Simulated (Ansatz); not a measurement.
Relaxation of AlClFH₂N (6 atoms, charge 0, multiplicity 1), to a largest force component of 0.02 eV/Å in at most 40 steps.

The calculation used RKS PBE0-D4/def2-SVP in Ansatz 0.2.0.

```xyz
6
Properties=species:S:1:pos:R:3:forces:R:3
Al 0.000 0.000 0.000 -0.78 -0.02 1.75
N 0.000 0.000 1.920 -0.01 -0.01 -2.03
H -0.877 -0.271 2.450 1.86 0.67 -0.59
H 0.877 0.271 2.450 -1.86 -0.66 -0.58
F 1.464 0.000 -0.845 -0.95 0.06 0.48
Cl -1.931 0.000 -1.115 1.73 -0.04 0.96
```

Where does it end, and by what steps?

It converged. After 7 steps the energy has fallen by 0.654 eV; H4 moved furthest, 0.24 Å.

| step | energy less start (eV) | largest force component (eV/Å) | accepted |
| --- | --- | --- | --- |
| 0 | 0.0000 | 2.027 | yes |
| 1 | -0.5485 | 1.336 | yes |
| 2 | -0.6260 | 0.704 | yes |
| 3 | -0.6483 | 0.339 | yes |
| 4 | -0.6523 | 0.194 | yes |
| 5 | -0.6536 | 0.090 | yes |
| 6 | -0.6538 | 0.030 | yes |
| 7 | -0.6539 | 0.007 | yes |

```xyz
6
Properties=species:S:1:pos:R:3
Al -0.025 0.008 0.061
N -0.010 -0.002 1.812
H -0.839 -0.061 2.391
H 0.824 0.052 2.384
F 1.397 0.109 -0.783
Cl -1.815 -0.105 -1.005
```

Whether the end is a true minimum wasn't checked by a vibrational analysis.

The run took 25 s on 1 thread of Arm Neoverse V1 (shared host), peak memory 0.16 GiB.
